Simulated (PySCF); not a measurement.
Results of a calculation; reference values are marked as such.
## C4H12BS2Si(-)

C4H12BS2Si(-) is a molecule drawn as a unit of a network glass or zeolite (built as: Si B4, CH3 ends, S bridges), charge -1, singlet. The structure, one conformer, was relaxed in the gas phase by PBE0-D3(BJ)/def2-SVP. No frequency run checks that it is a minimum.

SMILES: C[B-]1(C)S[Si](C)(C)S1

```xyz
20

C    -0.402   -2.621    0.093
B    -0.609   -1.162   -0.558
C    -1.540   -1.126   -1.872
S     1.201   -0.337   -0.977
Si    0.503    1.035    0.465
C     0.348    2.808   -0.191
C     1.616    1.156    1.995
S    -1.355    0.110    0.842
H    -1.372   -3.059    0.396
H     0.244   -2.592    0.985
H     0.061   -3.316   -0.633
H    -1.115   -1.757   -2.675
H    -2.552   -1.514   -1.648
H    -1.655   -0.106   -2.274
H    -0.078    3.477    0.576
H     1.334    3.203   -0.491
H    -0.314    2.818   -1.069
H     2.606    1.567    1.731
H     1.161    1.806    2.762
H     1.759    0.154    2.426
```
Atom numbers follow the order of the file, from 1.

Shieldings: GIAO PBE0/aug-pcSseg-1.  Core levels by delta-SCF with SCAN, aug-pcX-2 on the ionised atom and aug-pcseg-1 elsewhere, spin-free X2C (2p3/2 is the spin-free 2p value less a third of a first-order spin-orbit splitting); from the vacuum level, for chosen atoms.

Problem. Give the shieldings and core levels atom by atom.

Solution. 
```
      atoms   bonded to  σ (ppm)  δ (ppm)  core level (eV)
      C1 C3   1 B + 3 H    160.7        -        1s 285.23
         B2   2 C + 2 S    102.4        -        1s 190.43
      S4 S8  1 B + 1 Si    707.9        -     2p3/2 163.01
        Si5   2 C + 2 S    341.1        -     2p3/2 102.27
      C6 C7  1 Si + 3 H    170.4        -        1s 286.12
 H9 H10 H11         1 C    31.06        -                -
H12 H13 H14         1 C    31.06        -                -
H15 H16 H17         1 C    31.03        -                -
H18 H19 H20         1 C    31.03        -                -
```

Values are those of this one static structure, with the three H of a rotating XH3 group averaged; atoms that internal rotation interchanges would show their mean in an NMR spectrum.

The core-hole state of B2 is spin-contaminated (⟨S²⟩ 0.80 against 0.75 for a pure doublet), so that value and differences from it are less sure.

Problem. Which of C1, C6 holds its core electrons tightest, and by how much against the loosest?

Solution. C6 (bonded to 1 Si + 3 H), by 0.89 eV over C1 (bonded to 1 B + 3 H).

Problem. By CAM-B3LYP/def2-SVPD (TDDFT singlets, Tamm-Dancoff triplets, ionisation by delta-SCF), where does absorption start, and what does vertical ionisation take?

Solution. The lowest singlet lies at 5.09 eV (f 0.090), the lowest triplet at 4.98 eV; vertical ionisation takes 3.96 eV.

Excited states of gas-phase anions may lie above the detachment limit and hang on the basis.

The 3 runs behind this took 17 min in all, one thread each of Intel Xeon Platinum 8259CL on a shared host, launched as `OMP_NUM_THREADS=1 python cluster_run.py task.json out`.
